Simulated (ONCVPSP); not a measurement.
**What the settings do to the ONCV potential of Al**

Base potential:

```json
{"Element": "aluminium", "Generator": "ONCVPSP 4.0.1", "Type": "optimised norm-conserving Vanderbilt (ONCV)", "Functional": "PBE", "Relativity": "scalar-relativistic", "Frozen core": "[Ne]", "Valence charge": "3", "Reference configuration": "3s1 (charge +2)", "Partial waves": "3s: rc 1.90 bohr, ncon 4, nbas 9, qcut 4.2 1/bohr, 1 projector; p scattering state at 0.11 Ha: rc 1.55 bohr, ncon 4, nbas 7, qcut 4.4 1/bohr, local; d scattering state at 0.32 Ha: rc 2.00 bohr, ncon 3, nbas 6, qcut 5.5 1/bohr, 3 projectors, debl 3.4 Ha", "Local potential": "the p channel", "Core correction": "Teter function fitted to the true core (icmod 2), fcfact 0.2"}
```

In the p channel the program set the typed energies aside and used 0.050 Ha. In the d channel the program set the typed energies aside and used 0.050, 3.450, 6.850 Ha.

Cutoffs, loose and tight: the cutoffs (Ha) at which the residual kinetic energy of the hardest occupied pseudo-wave falls to 1 and 0.1 mHa per electron. They do not see the model core or the augmentation charge, which bear on the density cutoff. Test errors are all-electron minus pseudo excitation energies from the reference, over the configurations 3s2 3p1; 3s2; 3s2 3p0.5; 3s1 3p2. A dash means not determined; rows that change the core or the reference have their own tests.

For the base: The cutoffs count occupied waves only; projector 2 of the d channel, the hardest unoccupied one, needs 27 Ha at the loose tolerance.

A true bound ghost makes a file unfit for plane-wave use even where its test errors are small: the radial tests pick states by their node count and pass the ghost by.

| change | outcome | cutoff, loose | cutoff, tight | bound ghosts | GHOST(+) flags above zero | largest test error (meV) |
| --- | --- | --- | --- | --- | --- | --- |
| base | generated, projector energies reset by the program | 6.5 Ha | 8.5 Ha | none | none | +216 |
| s: qcut 5.2; p: qcut 5.4; d: qcut 6.8 | generated, projector energies reset by the program | 7.2 Ha | 9.4 Ha | none | none | +219 |
| core correction Teter function fitted to the true core (icmod 2), fcfact 0.36 | generated, projector energies reset by the program | 6.5 Ha | 8.5 Ha | none | none | +215 |
| reference 3s1 3p2; waves 3s: rc 1.55 bohr, ncon 4, nbas 9, qcut 5.1 1/bohr, 1 projector; 3p: rc 1.55 bohr, ncon 4, nbas 7, qcut 4.4 1/bohr, local | generated | 32 Ha | 59 Ha | none | s | +25 |

(1) What comes out with this change to the base: p: nproj 1; local potential polynomial inside 1.00 bohr (lpopt 5, dvloc0 0 Ha)?

(2) What comes out with this change to the base: all radii but the core radius scaled by about 1.11 (s 2.12, p 1.72, d 2.22 bohr)?

(3) What comes out with this change to the base: s: qcut 4.9?

Results:

(1) outcome: generated, projector energies reset by the program; cutoff, loose: 6.5 Ha; cutoff, tight: 8.5 Ha; bound ghosts: s; GHOST(+) flags above zero: d; largest test error (meV): 4 of 4 tests not solved or not reliable.

(2) outcome: generated, projector energies reset by the program; cutoff, loose: 6.2 Ha; cutoff, tight: 7.9 Ha; bound ghosts: none; GHOST(+) flags above zero: none; largest test error (meV): +192.

(3) outcome: generated, projector energies reset by the program; cutoff, loose: 7.1 Ha; cutoff, tight: 9.1 Ha; bound ghosts: none; GHOST(+) flags above zero: none; largest test error (meV): +216.
